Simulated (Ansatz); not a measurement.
Isomers of Rb₃Cl₄ (doublet), relaxed with PBE0-D4/def2-SVP; total energies from Ansatz at PBE0-D4/def2-TZVP.

| isomer | description | energy (Eh) |
| --- | --- | --- |
| A | point group C2v; 10 × Cl–Rb 2.96 to 3.55 Å | -1912.85705 |
| B | point group not assigned; 10 × Cl–Rb 2.99 to 3.57 Å | -1912.85817 |

In the def2 sets Rb takes a core potential; there is no spin–orbit coupling.

The isomers come from a short search, and lower ones may exist.

Task: Work out the relative energies (1 Eh = 2625.5 kJ/mol) and the Boltzmann populations at 800 K from electronic energies alone (R = 8.314 J/mol/K).

Result: ΔE: A 2.9, B 0.0 kJ/mol. RT = 6.65 kJ/mol. Factors exp(−ΔE/RT): A 0.647, B 1; sum 1.647. Populations: A 39.3 %, B 60.7 %. Zero-point energy, vibrational entropy and symmetry numbers are left out and can shift these; an error of 4 kJ/mol changes a ratio by a factor of 1.8. Over the other density-functional and correlated levels in def2 sets, the gap between B and A ranges from 1 to 7 kJ/mol.
